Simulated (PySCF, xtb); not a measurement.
CH7ClOSi2, SMILES [SiH3]CO[SiH2]Cl.

GFN2-xTB in xtb at its own geometry gives an orbital gap of 5.46 eV and a dipole moment of 2.19 D.

Geometry optimised at PBE0-D3(BJ)/def2-SVP. The structure was generated by enumeration, and PubChem lists no compound with its InChIKey, so it may never have been made. Other conformers were not sampled.

### Question
What does CAM-B3LYP/def2-TZVP (PySCF) give? (An estimate is asked for; the answer gives what the named calculation found.)

### Answer
gap 10.57 eV (levels -9.39 and 1.18 eV), dipole 0.93 D.
